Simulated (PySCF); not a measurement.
PySCF input file for C2H7BO3, SMILES OCB(CO)O, TDDFT-PBE/def2-SVPD. Geometry: B3LYP-D3(BJ)/def2-SVP. This is a generated structure with no PubChem entry under its InChIKey; it may be hypothetical. Other conformers were not sampled.

```python
import numpy as np
from pyscf import gto, scf, dft, tdscf

mol = gto.M(
    atom='''
    O    -2.18290824    0.90189173    0.17847475
    C    -1.05787285    0.38505608   -0.49763543
    B     0.15976404   -0.02938798    0.40975504
    O     0.01001245    0.20267073    1.74429053
    C     1.47794790   -0.67494001   -0.18730869
    O     1.49702547   -0.83868222   -1.59840741
    H    -1.94500294    0.98588709    1.11111469
    H    -0.68682883    1.11494499   -1.25604805
    H    -1.33879230   -0.50059490   -1.10617625
    H     0.76196130   -0.04655171    2.29714505
    H     1.58109040   -1.69034841    0.24300462
    H     2.37766511   -0.12742249    0.17958226
    H     1.33759933    0.02328711   -2.00259595
    ''',
    basis='def2-SVPD',
    charge=0,
    spin=0,
    max_memory=1600,
    verbose=4,
)
mf = dft.RKS(mol, xc='pbe').density_fit(auxbasis='def2-universal-jkfit')
mf.grids.level = 3
mf.conv_tol = 1e-9
mf.max_cycle = 100
mf.kernel()
mf.grids = dft.Grids(mol).set(level=1).build(with_non0tab=True)  # coarser grid for the response kernel
td = tdscf.TDDFT(mf)
td.singlet = True
td.nstates = 10
td.conv_tol = 1e-4
td.positive_eig_threshold = 1e-6
td.kernel(x0=td.get_init_guess(mf, 15))
td.analyze()
tt = tdscf.TDA(mf)
tt.singlet = False
tt.nstates = 4
tt.conv_tol = 1e-4
tt.positive_eig_threshold = 1e-6
tt.kernel(x0=tt.get_init_guess(mf, 9))
tt.analyze(verbose=3)
```

Output:

```
PySCF version 2.14.0

[INPUT] verbose = 4
[INPUT] num. atoms = 13
[INPUT] num. electrons = 48
[INPUT] charge = 0
[INPUT] spin (= nelec alpha-beta = 2S) = 0
[INPUT] symmetry False subgroup None
[INPUT] Mole.unit = angstrom
[INPUT] Symbol           X                Y                Z      unit          X                Y                Z       unit  Magmom
[INPUT]  1 O     -2.182908240000   0.901891730000   0.178474750000 AA   -4.125098728656   1.704328363710   0.337268397650 Bohr   0.0
[INPUT]  2 C     -1.057872850000   0.385056080000  -0.497635430000 AA   -1.999089961113   0.727650533799  -0.940394672580 Bohr   0.0
[INPUT]  3 B      0.159764040000  -0.029387980000   0.409755040000 AA    0.301910280154  -0.055535233554   0.774324803760 Bohr   0.0
[INPUT]  4 O      0.010012450000   0.202670730000   1.744290530000 AA    0.018920788336   0.382992173166   3.296231383372 Bohr   0.0
[INPUT]  5 C      1.477947900000  -0.674940010000  -0.187308690000 AA    2.792916757376  -1.275451769411  -0.353962124851 Bohr   0.0
[INPUT]  6 O      1.497025470000  -0.838682220000  -1.598407410000 AA    2.828968139798  -1.584879701342  -3.020552240375 Bohr   0.0
[INPUT]  7 H     -1.945002940000   0.985887090000   1.111114690000 AA   -3.675522868074   1.863056589844   2.099702457081 Bohr   0.0
[INPUT]  8 H     -0.686828830000   1.114944990000  -1.256048050000 AA   -1.297918383155   2.106940675056  -2.373586813794 Bohr   0.0
[INPUT]  9 H     -1.338792300000  -0.500594900000  -1.106176250000 AA   -2.529950784677  -0.945987260354  -2.090370157998 Bohr   0.0
[INPUT] 10 H      0.761961300000  -0.046551710000   2.297145050000 AA    1.439898174518  -0.087969982530   4.340975012900 Bohr   0.0
[INPUT] 11 H      1.581090400000  -1.690348410000   0.243004620000 AA    2.987827834179  -3.194295549994   0.459212178804 Bohr   0.0
[INPUT] 12 H      2.377665110000  -0.127422490000   0.179582260000 AA    4.493135873834  -0.240793608210   0.339361288230 Bohr   0.0
[INPUT] 13 H      1.337599330000   0.023287110000  -2.002595950000 AA    2.527696398102   0.044006260133  -3.784357883663 Bohr   0.0

nuclear repulsion = 231.763097307827
number of shells = 79
number of NR pGTOs = 259
number of NR cGTOs = 185
basis = def2-SVPD
ecp = {}


[settings echo left out]
init E= -330.788677846549
  HOMO = -0.333585808753849  LUMO = -0.0930266724665372  gap/eV = 6.54595
cycle= 1 E= -330.14924366535  delta_E= 0.639  |g|= 1.08  |ddm|= 5.08
  HOMO = -0.0659659650950939  LUMO = -0.018199049411594  gap/eV = 1.29980
cycle= 2 E= -329.264738585037  delta_E= 0.885  |g|= 2.35  |ddm|=    3
  HOMO = -0.219223038081661  LUMO = -0.0383000786829522  gap/eV = 4.92316
cycle= 3 E= -330.374126553985  delta_E= -1.11  |g|= 0.192  |ddm|= 2.09
  HOMO = -0.233013929326849  LUMO = -0.0459309135970321  gap/eV = 5.09079
cycle= 4 E= -330.380792792078  delta_E= -0.00667  |g|= 0.104  |ddm|= 0.322
  HOMO = -0.225224119030324  LUMO = -0.038739483931159  gap/eV = 5.07451
cycle= 5 E= -330.383351308757  delta_E= -0.00256  |g|= 0.0269  |ddm|= 0.121
  HOMO = -0.225982373790351  LUMO = -0.0371833308367265  gap/eV = 5.13748
cycle= 6 E= -330.383457198885  delta_E= -0.000106  |g|= 0.014  |ddm|= 0.0314
  HOMO = -0.225894000676588  LUMO = -0.0376972824156237  gap/eV = 5.12109
cycle= 7 E= -330.383495706207  delta_E= -3.85e-05  |g|= 0.00149  |ddm|= 0.0131
  HOMO = -0.226023941495027  LUMO = -0.0378717163592135  gap/eV = 5.11988
cycle= 8 E= -330.383496109766  delta_E= -4.04e-07  |g|= 0.00059  |ddm|= 0.00253
  HOMO = -0.226029034262433  LUMO = -0.0378416058175384  gap/eV = 5.12084
cycle= 9 E= -330.383496190207  delta_E= -8.04e-08  |g|= 0.000163  |ddm|= 0.000929
  HOMO = -0.226039298769929  LUMO = -0.0378426537677741  gap/eV = 5.12109
cycle= 10 E= -330.383496194511  delta_E= -4.3e-09  |g|= 7.92e-05  |ddm|= 0.000223
  HOMO = -0.226039705093273  LUMO = -0.037847224876353  gap/eV = 5.12098
cycle= 11 E= -330.383496195427  delta_E= -9.16e-10  |g|= 3.69e-05  |ddm|= 0.000107
  HOMO = -0.226038849857278  LUMO = -0.0378454323845421  gap/eV = 5.12100
cycle= 12 E= -330.383496195727  delta_E= -2.99e-10  |g|= 3.03e-06  |ddm|= 5.16e-05
  HOMO = -0.226038295799257  LUMO = -0.0378454010105179  gap/eV = 5.12099
Extra cycle  E= -330.383496195724  delta_E= 3.07e-12  |g|= 4.5e-06  |ddm|= 9.8e-06
converged SCF energy = -330.383496195724
tot grids = 48384
Overwritten attributes  positive_eig_threshold  of <class 'pyscf.tdscf.rks.CasidaTDDFT'>


******** <class 'pyscf.tdscf.rks.CasidaTDDFT'> for <class 'pyscf.df.df_jk.DFRKS'> ********
nstates = 10 singlet
deg_eia_thresh = 1.000e-03
wfnsym = None
conv_tol = 0.0001
eigh lindep = 1e-12
eigh level_shift = 0
eigh max_cycle = 100


Excitation energies (eV)
[5.20065792 5.2572251  5.26847543 5.33873043 5.72007751 5.80837367
 6.31042223 6.38834702 6.69332167 6.76107451]

** Singlet excitation energies and oscillator strengths **
Excited State   1:      5.20066 eV    238.40 nm  f=0.0081
      24 -> 25       -0.34199
      24 -> 26       -0.61302
Excited State   2:      5.25723 eV    235.84 nm  f=0.0098
      23 -> 25        0.11174
      23 -> 26       -0.10082
      24 -> 25       -0.59514
      24 -> 26        0.34861
Excited State   3:      5.26848 eV    235.33 nm  f=0.0027
      23 -> 25        0.37223
      23 -> 26        0.59703
Excited State   4:      5.33873 eV    232.24 nm  f=0.0165
      23 -> 25        0.58832
      23 -> 26       -0.35501
      24 -> 25        0.15448
Excited State   5:      5.72008 eV    216.75 nm  f=0.0109
      23 -> 27       -0.13228
      24 -> 27       -0.69328
Excited State   6:      5.80837 eV    213.46 nm  f=0.0019
      23 -> 27        0.69303
      24 -> 27       -0.13258
Excited State   7:      6.31042 eV    196.48 nm  f=0.0023
      22 -> 25       -0.28905
      22 -> 26       -0.64468
Excited State   8:      6.38835 eV    194.08 nm  f=0.0143
      22 -> 25        0.64087
      22 -> 26       -0.28858
Excited State   9:      6.69332 eV    185.24 nm  f=0.0128
      24 -> 28        0.69847
Excited State  10:      6.76107 eV    183.38 nm  f=0.0090
      23 -> 28        0.69879

** Transition electric dipole moments (AU) **
state          X           Y           Z        Dip. S.      Osc.
  1        -0.2172     -0.0076     -0.1269      0.0633      0.0081
  2        -0.2723      0.0318     -0.0289      0.0760      0.0098
  3        -0.1251      0.0190     -0.0725      0.0213      0.0027
  4         0.2717     -0.1090      0.2009      0.1261      0.0165
  5        -0.1326     -0.1354      0.2042      0.0776      0.0109
  6         0.0142      0.0880     -0.0743      0.0135      0.0019
  7        -0.0026     -0.0669      0.1033      0.0151      0.0023
  8         0.3016     -0.0051     -0.0145      0.0912      0.0143
  9         0.1541     -0.0587      0.2262      0.0784      0.0128
 10        -0.0988     -0.1084     -0.1817      0.0545      0.0090

** Transition velocity dipole moments (imaginary part, AU) **
state          X           Y           Z        Dip. S.      Osc.
  1        -0.0429     -0.0013     -0.0233      0.0024      0.0083
  2        -0.0524      0.0053     -0.0058      0.0028      0.0097
  3        -0.0267      0.0023     -0.0123      0.0009      0.0030
  4         0.0530     -0.0206      0.0392      0.0048      0.0162
  5        -0.0282     -0.0315      0.0442      0.0037      0.0119
  6         0.0034      0.0220     -0.0148      0.0007      0.0022
  7        -0.0016     -0.0183      0.0240      0.0009      0.0026
  8         0.0721      0.0012     -0.0034      0.0052      0.0148
  9         0.0399     -0.0150      0.0534      0.0047      0.0126
 10        -0.0263     -0.0256     -0.0436      0.0032      0.0087

** Transition magnetic dipole moments (imaginary part, AU) **
state          X           Y           Z
  1        -0.1816     -0.0067      0.0192
  2        -0.0870     -0.0581      0.4785
  3         0.1334     -0.0038      0.3446
  4         0.0327      0.2622      0.2615
  5         0.0030     -0.4167     -0.2323
  6         0.0079     -0.3996     -0.0064
  7         0.0714     -0.0093     -0.0082
  8        -0.3216      0.1477      0.6140
  9        -0.2290     -0.0612     -0.3426
 10        -0.3014      0.1424     -0.4498
Overwritten attributes  positive_eig_threshold  of <class 'pyscf.tdscf.rks.TDA'>


******** <class 'pyscf.tdscf.rks.TDA'> for <class 'pyscf.df.df_jk.DFRKS'> ********
nstates = 4 triplet
deg_eia_thresh = 1.000e-03
wfnsym = None
conv_tol = 0.0001
eigh lindep = 1e-12
eigh level_shift = 0
eigh max_cycle = 100


Excitation energies (eV)
[4.95009951 5.06983299 5.14201946 5.21405244]

** Triplet excitation energies and oscillator strengths **
Excited State   1:      4.95010 eV    250.47 nm  f=0.0000
Excited State   2:      5.06983 eV    244.55 nm  f=0.0000
Excited State   3:      5.14202 eV    241.12 nm  f=0.0000
Excited State   4:      5.21405 eV    237.79 nm  f=0.0000
```

The calculation finished and met its thresholds.
